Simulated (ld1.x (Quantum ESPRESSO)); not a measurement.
selenium (Se), TM: configuration errors across variants

Se (Z = 34), norm-conserving Troullier–Martins (Kleinman–Bylander form), made with ld1.x (Quantum ESPRESSO) 7.5 (BP86, scalar-relativistic). Core [Ar], reference 3d10 4s1 4p5. Waves: 4s (bound): rc 1.15 bohr; 3d (bound): rc 1.20 bohr; 4p (bound): rc 1.25 bohr. Local part: the p channel. Core correction: none.

All-electron excitation energies from the reference (eV): (1) 3d10 4s2 4p4 -10.906; (2) 3d10 4s2 4p3 0.058; (3) 3d10 4s2 4p2 20.545; (4) 3d9 4s2 4p5 40.795; (5) 3d10 4s2 4p1 51.582; (6) 3d10 4s2 4p3.5 -6.538; (7) 3d9 4s2 4p4 53.319.

Tests that are not counted but printed errors over 1 eV. “all radii scaled by about 0.77 (s 0.88, p 0.96, d 0.92 bohr)”: 3d9 4s2 4p5 (solver errors, printed error -268 eV); 3d9 4s2 4p4 (solver errors, printed error -2708 eV).

Errors AE − PS in meV (a dash: test not solved or not reliable):

```tsv
change	(1)	(2)	(3)	(4)	(5)	(6)	(7)	bound ghosts
base	+3.0	+0.2	+4.7	-303	+15	+1.0	-219	none
all radii scaled by about 0.77 (s 0.88, p 0.96, d 0.92 bohr)	+135	+143	+258	–	+562	+131	–	none
all radii scaled by about 0.93 (s 1.08, p 1.16, d 1.12 bohr)	+5.1	+2.0	+12	+97	+32	+2.5	+227	none
all radii scaled by about 1.06 (s 1.22, p 1.32, d 1.26 bohr)	+2.4	-0.2	+2.5	-371	+9.2	+0.7	-299	none
all radii scaled by about 1.17 (s 1.34, p 1.46, d 1.40 bohr)	+1.2	-1.3	-1.2	-186	+0.5	-0.3	-125	none
all radii scaled by about 1.25 (s 1.44, p 1.56, d 1.50 bohr)	+0.4	-2.2	-3.2	-61	-3.4	-1.0	-3.9	none
all radii scaled by about 1.28 (s 1.48, p 1.60, d 1.54 bohr)	0.0	-2.6	-3.6	+27	-4.1	-1.4	+83	none
all radii scaled by about 1.37 (s 1.58, p 1.70, d 1.64 bohr)	-0.8	-3.4	-4.3	+328	-4.3	-2.2	+384	none
```

**Question.** Give the same row for: all radii scaled by about 0.83 (s 0.96, p 1.04, d 1.00 bohr).

**Answer.** +48, +56, +101, +1401, +193, +49, +1757; bound ghosts: none.
